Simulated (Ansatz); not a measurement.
`[SH][In][Cl]`, charge 0, multiplicity 2.

Task: Give a relaxed structure at PBE0-D4/def2-TZVP (Ansatz). (Best estimate.)

Result: Computed: 
Cartesian coordinates in Å:
```
S -1.147 -0.332 -0.853
In 0.669 -0.042 0.734
Cl 2.089 1.801 0.346
H -1.611 -1.427 -0.227
```
Point group Cs.
